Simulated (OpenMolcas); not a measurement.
Computed transition rates of As+

| Item | Value |
| --- | --- |
| Program | OpenMolcas 26.06 |
| Method | MS-RASPT2, IPEA 0.25 Eh, imaginary shift 0.1 Eh (closed shells correlated: 3d 4s) |
| Basis | ANO-RCC-VQZP [7s6p4d2f1g] |
| Scalar Hamiltonian | DKH2, point nucleus |
| Active space | 2 electrons in 9 orbitals (RAS2 4p; RAS3 4d 5s, at most 1 electron) |
| State averaging | 2S+1 = 3 even, 3 roots; 2S+1 = 1 even, 6 roots; 2S+1 = 3 odd, 18 roots; 2S+1 = 1 odd, 18 roots |
| Spin-orbit coupling | RASSI with atomic mean-field integrals over the reference wave functions, term energies averaged over their components |

Rates come from the transition moments of the reference wave functions (E1 and E2 in the length form). At fixed line strength A goes as λ^-3 for E1 and M1 and as λ^-5 for E2, so a rate at the computed wavelength can be rescaled to the measured one. Measured vacuum wavelengths follow from level energies in NIST Handbook of Basic Atomic Spectroscopic Data. Branching counts decays inside the model space alone, at computed energies, and the table is only a selection of the E2 and M1 lines, drawn from those between levels with measured partners whose computed energy lies within a factor of 1.5 of the measured one.

| Upper | Lower | Type | λ computed (nm) | λ measured (nm) | A computed (s-1) | A rescaled (s-1) | Branching % |
| --- | --- | --- | --- | --- | --- | --- | --- |
| 4s² 4p² ³P₁ | 4s² 4p² ³P₀ | M1 | 11120 | 9403 | 1.30e-02 | 2.15e-02 | 100.0 |
| 4s² 4p² ³P₂ | 4s² 4p² ³P₁ | M1 | 7510 | 6767 | 3.14e-02 | 4.29e-02 | 99.9 |
| 4s² 4p² ¹D₂ | 4s² 4p² ³P₂ | M1 | 1297 | 1324 | 3.33e-01 |  | 64.2 |
| 4s² 4p² ¹D₂ | 4s² 4p² ³P₂ | E2 | 1297 | 1324 | 2.77e-03 |  | 0.5 |
| 4s² 4p² ¹D₂ | 4s² 4p² ³P₁ | M1 | 1106 | 1107 | 1.82e-01 |  | 35.1 |
| 4s² 4p² ¹S₀ | 4s² 4p² ¹D₂ | E2 | 615 | 799.8 | 8.34e+00 | 2.24e+00 | 58.1 |
| 4s² 4p² ¹S₀ | 4s² 4p² ³P₂ | E2 | 417.2 | 498.6 | 5.54e-01 |  | 3.9 |
| 4s² 4p² ¹S₀ | 4s² 4p² ³P₁ | M1 | 395.3 | 464.4 | 5.46e+00 |  | 38.1 |

Spin-changing lines and M1 lines between different terms are not rescaled, since their strength hangs on the term gaps too.

The largest correction is for 4s² 4p² ¹S₀ → 4s² 4p² ¹D₂ (E2): 8.34e+00 × (615 / 799.8)^5 = 2.24e+00 s-1, a factor of 0.27.

No measured rate stands beside these. Rescaling mends the energy factor alone: line strengths can still be far off where a level mixes with configurations outside the active space, and weak or spin-changing lines hang on small mixing coefficients that depend on the term gaps too, so rescaling need not improve them.

CASPT2 does not keep the components of a term degenerate, so their means are used; among the terms shown or strongly mixed into the levels shown the widest spread is 130 cm-1 (4s² 4p² ¹D). With the s shell closed, the reference lacks s² → p² mixing. Some terms miss by over 15 % even with CASPT2, which points to a basis or an active space too small for the shells correlated. Measured partners are found by configuration, term and J. A level has none where our copy of the source lacks it or the pairing is in doubt (some pairs that miss far off the trend of their configuration count as doubtful). Where the source uses jj or jK labels, the order within each J decides. Levels of configurations outside the active space are missing.
